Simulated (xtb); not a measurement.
TeClBr, SMILES [Te](Cl)Br. All values are semi-empirical tight-binding results from xtb (GFN2-xTB unless named), good for trends rather than for accurate numbers. Geometry optimised at GFN2-xTB.

Computed properties:
```json
{
  "point_group_as_xtb_finds_it": "Cs",
  "orbital_gap": "3.01 eV",
  "zero_point_energy": "1.0 kcal/mol",
  "G − E(el) at 298.15 K (modified RRHO)": "-18.6 kcal/mol",
  "static polarisability (D4 model)": "74.9 bohr³",
  "solvation energy, GFN2-xTB/ALPB(water)": "-1.2 kcal/mol",
  "solvation energy, GFN2-xTB/ALPB(acetone)": "-5.3 kcal/mol"
}
```
